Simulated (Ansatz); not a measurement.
Geometry optimisation, Ansatz 0.2.0, RKS BLYP-D4/def2-SVP.

input.yaml

```yaml
crystal:
  periodic: [false, false, false]
  atoms:
    - { symbol: B, position_ang: [0.130533, 0.07839, -0.106603] }
    - { symbol: F, position_ang: [-0.427122, 0.411537, 1.049465] }
    - { symbol: F, position_ang: [1.347525, 0.484969, -0.413128] }
    - { symbol: F, position_ang: [-0.615495, -0.573912, -1.034286] }
    - { symbol: O, position_ang: [0.180208, -2.21466, 1.109348] }
    - { symbol: Al, position_ang: [-0.828222, -2.886352, -0.155328] }
    - { symbol: H, position_ang: [-0.011953, -3.692619, -1.247339] }
    - { symbol: H, position_ang: [-2.411575, -2.866268, -0.002217] }
    - { symbol: H, position_ang: [-0.195198, -1.577785, 1.768189] }
basis:
  gaussian: { orbitals: def2-SVP }
hamiltonian:
  xc: blyp
  dispersion: d4
relax:
  f_tol: 0.03
  max_steps: 50
```

Run as:

```bash
$ ansatz run input.yaml --threads 2 --pin off --max-ram 3072MiB --backend cpu --events-out ev --progress --plain --runs-dir out
```

**Question.** Where does it end, and by what steps?

**Answer.** The forces met the threshold. After 11 steps the energy has fallen by 1.051 eV; O5 moved furthest, 0.57 Å. Joined: B1–O5 (2.60 → 1.53 Å), F4–Al6 (2.48 → 1.87 Å).

| step | energy less start (eV) | largest force component (eV/Å) | accepted |
| --- | --- | --- | --- |
| 0 | 0.0000 | 0.769 | yes |
| 1 | -0.0077 | 2.084 | yes |
| 2 | -0.2093 | 1.873 | yes |
| 3 | -0.4665 | 1.476 | yes |
| 4 | -0.7471 | 1.679 | yes |
| 5 | -0.9713 | 0.777 | yes |
| 6 | -1.0141 | 0.693 | yes |
| 7 | -1.0446 | 0.257 | yes |
| 8 | -1.0487 | 0.180 | yes |
| 9 | -1.0501 | 0.057 | yes |
| 10 | -1.0490 | 0.141 | no |
| 11 | -1.0507 | 0.014 | yes |

```xyz
9
Properties=species:S:1:pos:R:3
B 0.156 -0.317 0.212
F -0.576 0.587 0.901
F 1.355 0.058 -0.269
F -0.711 -0.836 -1.029
O 0.179 -1.680 0.908
Al -0.859 -2.598 -0.427
H 0.031 -3.547 -1.321
H -2.304 -2.894 0.151
H -0.102 -1.611 1.841
```

Whether the end is a true minimum wasn't checked by a vibrational analysis.

Run time: 25 s on 2 threads of Arm Neoverse V2, on a shared host, peak memory 0.15 GiB.
